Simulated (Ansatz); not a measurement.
A structure relaxed at r2SCAN-D4/def2-SVP in Ansatz, charge 0, singlet:

```xyz
4

Mo   -0.918   -0.468    0.226
Mo    0.918    0.468   -0.226
P     0.588   -2.001    0.601
P    -0.588    2.001   -0.601
```

(1) Give its formula and point group.

(2) Summarise the bond lengths by kind (pairs closer than 1.2 times the sum of covalent radii, bridged metal pairs left out).

## Answers

(1) Mo₂P₂. Point group C2h (tolerance 0.1 Å).

(2) 4 × Mo–P 2.18 to 2.62 Å.

In the def2 sets Mo takes a core potential; there is no spin–orbit coupling. The restricted singlet is unstable towards broken spin symmetry at other levels; at r2SCAN-D4/def2-SVP this wasn't settled. At r2SCAN-D4/def2-SVP a triplet of charge 0 lies 0.42 eV below the restricted singlet, each at its own geometry. The structure comes from a short search, and lower isomers may exist.
